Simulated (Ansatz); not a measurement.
Molecular dynamics of H6C2O

input.yaml

```yaml
accuracy: low
crystal:
  lattice:
    - [7.529072, 0.0, 0.0]
    - [0.0, 7.529072, 0.0]
    - [0.0, 0.0, 7.529072]
  atoms:
    - { symbol: C, position: [0.32071142, 0.50430398, 0.55097957] }
    - { symbol: C, position: [0.45354383, 0.53239831, 0.69892391] }
    - { symbol: O, position: [0.59568513, 0.40699831, 0.67928338] }
    - { symbol: H, position: [0.67309094, 0.42117672, 0.78151831] }
    - { symbol: H, position: [0.50608892, 0.66969318, 0.69269787] }
    - { symbol: H, position: [0.38803592, 0.51564656, 0.82932545] }
    - { symbol: H, position: [0.20956824, 0.59714477, 0.56683628] }
    - { symbol: H, position: [0.38337872, 0.53074549, 0.42128306] }
    - { symbol: H, position: [0.26777096, 0.36802793, 0.55255987] }
    - { symbol: C, position: [0.90870562, 0.55731349, 0.29262609] }
    - { symbol: C, position: [0.80568899, 0.72762274, 0.26407445] }
    - { symbol: O, position: [0.62301041, 0.68462982, 0.2271887] }
    - { symbol: H, position: [0.56265244, 0.79706977, 0.2090287] }
    - { symbol: H, position: [0.81441925, 0.8115483, 0.38427125] }
    - { symbol: H, position: [0.86284971, 0.80523187, 0.15338896] }
    - { symbol: H, position: [1.04965748, 0.59074274, 0.31363548] }
    - { symbol: H, position: [0.86191076, 0.48576215, 0.41157738] }
    - { symbol: H, position: [0.89958456, 0.46795084, 0.17707778] }
    - { symbol: C, position: [-0.03254375, 0.78244447, 0.78132261] }
    - { symbol: C, position: [0.11546495, 0.8320276, 0.90928993] }
    - { symbol: O, position: [0.08904806, 1.01152305, 0.96575378] }
    - { symbol: H, position: [0.19627481, 1.05281937, 1.02646962] }
    - { symbol: H, position: [0.11354514, 0.74078038, 1.02466243] }
    - { symbol: H, position: [0.2458414, 0.81701509, 0.84355881] }
    - { symbol: H, position: [-0.02216642, 0.64202438, 0.74281618] }
    - { symbol: H, position: [-0.16363971, 0.80291498, 0.84313163] }
    - { symbol: H, position: [-0.02583207, 0.86391863, 0.66015952] }
    - { symbol: C, position: [0.66039225, 0.11654681, 0.20110535] }
    - { symbol: C, position: [0.53771161, 0.27192139, 0.17649053] }
    - { symbol: O, position: [0.36152815, 0.20369866, 0.14522135] }
    - { symbol: H, position: [0.2796112, 0.30318846, 0.1456489] }
    - { symbol: H, position: [0.53831522, 0.3555859, 0.29636205] }
    - { symbol: H, position: [0.57960808, 0.35731451, 0.06515769] }
    - { symbol: H, position: [0.79693441, 0.16026545, 0.22730451] }
    - { symbol: H, position: [0.61685237, 0.03803672, 0.31620094] }
    - { symbol: H, position: [0.66309771, 0.03215156, 0.08207467] }
basis:
  ecutwfc: 420.0
kpoints:
  mp_grid: { grid: [1, 1, 1] }
hamiltonian:
  xc: pbe
  dispersion: d3bj
scf:
  occupations: { method: fermi_dirac, width: 0.02 }
  lower_state_search: "off"
md:
  timestep: 0.5
  n_steps: 300
  ensemble: nvt_langevin
  temperature: 1500.0
  initial_velocities: maxwell_boltzmann
  seed: 404988
  friction: 0.02
```

Command:

```bash
$ ansatz run input.yaml --threads 1 --pin off --max-ram 3072MiB --backend cpu --events-out ev --progress --plain --runs-dir out
```

It starts from a partly relaxed structure (largest force component 0.18 eV/Å).

Output, in part (step lines):

```
md step     0: t =     0.00 fs  T =  1458.3 K  F+E_penalty+E_count = -4662.49336727 eV  E_kin = 6.786150 eV  (9 SCF iters)
[... lines left out ...]
```

The steps, from the saved trajectory:

| time (fs) | T (K) | potential energy less start (eV) |
| --- | --- | --- |
| 0.0 | 1458 | 0.000 |
| 5.0 | 805 | 3.575 |
| 10.0 | 1027 | 3.314 |
| 15.0 | 1016 | 3.281 |
| 20.0 | 1117 | 3.765 |
| 25.0 | 1125 | 4.239 |
| 30.0 | 1303 | 4.917 |
| 35.0 | 1419 | 4.179 |
| 40.0 | 1410 | 4.656 |
| 45.0 | 1356 | 4.865 |
| 50.0 | 1490 | 5.169 |
| 55.0 | 1491 | 5.086 |
| 60.0 | 1473 | 4.790 |
| 65.0 | 1461 | 5.767 |
| 70.0 | 1650 | 5.969 |
| 75.0 | 1486 | 6.274 |
| 80.0 | 1475 | 6.053 |
| 85.0 | 1395 | 6.405 |
| 90.0 | 1539 | 5.598 |
| 95.0 | 1659 | 4.699 |
| 100.0 | 1310 | 5.235 |
| 105.0 | 1507 | 4.003 |
| 110.0 | 1470 | 4.345 |
| 115.0 | 1307 | 5.410 |
| 120.0 | 1345 | 4.919 |
| 125.0 | 1264 | 4.076 |
| 130.0 | 1187 | 5.321 |
| 135.0 | 1249 | 5.883 |
| 140.0 | 1489 | 5.317 |
| 145.0 | 1263 | 6.159 |
| 150.0 | 1474 | 4.610 |

All steps were run. A run of 0.15 ps of so small a system gives no equilibrium averages. Limits of this set-up: coarse k mesh, low accuracy level.

Mean squared displacements from the first frame to the last, about the centre of mass: C 1.25 Å², O 0.80 Å², H 3.38 Å².

Last frame:

```xyz
36
Lattice="7.5291 0.0000 0.0000 0.0000 7.5291 0.0000 0.0000 0.0000 7.5291" Properties=species:S:1:pos:R:3
C 2.552 5.104 4.822
C 4.093 4.684 5.004
O 4.019 3.305 5.475
H 4.931 2.956 5.804
H 4.717 4.820 4.176
H 4.760 5.489 5.516
H 2.188 4.307 4.088
H 1.842 5.106 5.787
H 2.608 6.089 4.346
C 7.381 3.508 1.515
C 6.759 4.955 1.921
O 5.445 5.109 1.387
H 5.668 4.992 0.402
H 6.673 4.851 3.121
H 7.501 5.804 1.836
H 8.306 3.727 0.903
H 7.565 2.851 2.467
H 6.721 3.203 0.754
C -0.640 6.861 5.705
C 0.175 8.057 6.091
O -0.013 8.340 7.404
H 0.814 8.512 7.927
H 1.157 7.806 5.960
H -0.213 8.905 5.571
H -0.432 6.044 6.207
H -1.802 6.964 5.783
H -0.357 6.616 4.623
C 4.462 1.044 1.319
C 4.211 2.199 2.210
O 2.576 2.142 2.289
H 2.352 1.295 2.577
H 4.628 2.370 3.250
H 3.909 3.015 1.556
H 4.284 1.393 0.273
H 5.513 0.869 1.137
H 4.008 0.109 1.490
```

Time of the run: 10 min on 1 thread of Arm Neoverse V2, with other jobs on the host, peak memory 0.44 GiB.
